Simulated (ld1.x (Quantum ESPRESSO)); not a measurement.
**Fe: from the effect back to the setting (PAW)**

Base potential:

iron, PAW, made with ld1.x (Quantum ESPRESSO) 7.5 (PBE, scalar-relativistic). Core [Ar], reference 3d6 4s0.5 4p0 (charge +1.5). Waves: 4s (bound): rcut 2.35, rcutus 2.55 bohr; 4s channel at -0.25 Ry: rcut 2.35, rcutus 2.55 bohr; 4p (bound, empty): rcut 2.65, rcutus 3.05 bohr; 4p channel at 4.5 Ry: rcut 2.65, rcutus 3.05 bohr; 3d (bound): rcut 0.75, rcutus 0.90 bohr; 3d channel at 1.45 Ry: rcut 0.75, rcutus 0.90 bohr. Local part: all-electron potential smoothed inside 1.75 bohr (lloc = -1). Core correction: Bessel-smoothed model core inside 0.50 bohr. Augmentation charge: BESSEL, radius 0.55 bohr.

Cutoffs, loose and tight: the cutoffs (Ry, on a coarse ladder) from which the occupation-weighted sum of valence levels, in a spherical-Bessel basis at the reference potential, stays within 10 and 1 mRy of its value at 400 Ry. They do not see the model core or the augmentation charge, which bear on the density cutoff. Test errors are all-electron minus pseudo excitation energies from the reference, over the configurations 3d6 4s2 4p0; 3d6 4s1 4p0; 3d6 4s0 4p0; 3d7 4s0 4p0; 3d6 4s1 4p1; 3d7 4s1 4p0; 3d4 4s0 4p0; variants that change the core or the reference have their own tests. The largest error is taken over the tests solved by every variant that gives reliable tests at all, those not shown here included: 3d6 4s0 4p0; 3d6 4s1 4p0; 3d6 4s1 4p1; 3d6 4s2 4p0; 3d7 4s0 4p0.

Only the scale of all radii but the core radius (base = 1) is moved:

```tsv
scale of all radii but the core radius (base = 1)	cutoff, loose	cutoff, tight	bound ghosts	largest test error (meV)
0.81	200 Ry	over 300 Ry	s	-93
0.89	180 Ry	300 Ry	none	-92
1.02	140 Ry	230 Ry	none	test run stopped at test 1 of 7 (negative rho)
1.25	90 Ry	140 Ry	none	test run stopped at test 1 of 7 (negative rho)
1.38	70 Ry	120 Ry	p	test run stopped at test 1 of 7 (negative rho)
```

Problem. One more run gave cutoff, loose: 110 Ry; cutoff, tight: 180 Ry; bound ghosts: none; largest test error (meV): test run stopped at test 1 of 7 (negative rho). Which value of the scale of all radii but the core radius (base = 1) was used?

Solution. 1.1. The loose cutoff moves one way along this sweep, from 200 Ry at 0.81 to 70 Ry at 1.38, which places the run between 1.02 and 1.25.
